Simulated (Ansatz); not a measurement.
A geometry relaxed with Ansatz (a quantum-chemistry and plane-wave program) with PBE0-D4/def2-TZVP, charge 0, multiplicity 1:

```xyz
9

H      2.2381    -0.6524     0.2949
S      0.4611     1.4108    -1.0562
S     -1.4357     0.3393     1.0687
C      0.0000     0.0000     0.0000
H     -0.6258    -2.2429    -0.3156
H      0.6489     2.2583    -0.0323
S     -0.3094    -1.3100    -1.2274
H     -2.2612     0.6370     0.0530
S      1.2841    -0.4401     1.2149
```

Q: Write the SMILES of this molecule.

A: `SC(S)(S)S`
